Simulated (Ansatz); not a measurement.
An input meant for the cluster B₂Sb (charge 0, doublet; atoms displaced at random, 0.15 Å in each coordinate).

```yaml
crystal:
  periodic: [false, false, false]
  atoms:
    - {symbol: B, position_ang: [-0.335635, 0.867268, -0.074057]}
    - {symbol: B, position_ang: [-1.289826, -0.181948, -0.008694]}
    - {symbol: Sb, position_ang: [1.056061, -0.752900, -0.095692]}
basis:
  gaussian: {orbitals: def2-mTZVP}
magnetization: {spin_polarized: true, initial_magnetization: 1}
hamiltonian: {xc: {name: B3LYP}, dispersion: d3bj}
charge: 1
output: {forces: true}
```

```sh
$ ansatz run in.yaml --threads 2 --pin off --events-out ev --progress --plain --max-ram 4352MiB
```

Q: Predict how Ansatz answers.

A: The program refused the input. The input holds a key that doesn't belong there (the charge goes under total_charge).
```
Error: YAML parse error: error: line 11 column 1: unknown field `charge`, expected one of crystal, accuracy, basis, kpoints, hamiltonian, magnetization, projection, total_charge, correlation, batch, efield, external_charges, scf, relax, neb, saddle, md, ramp, phonons, dielectric, real_time, elastic, magnetic_configurations, gw, evaluate, workflow, output, checkpoint, execution
 9 | magnetization: {spin_polarized: true, initial_magnetization: 1}
10 | hamiltonian: {xc: {name: B3LYP}, dispersion: d3bj}
11 | charge: 1
12 | output: {forces: true}
```
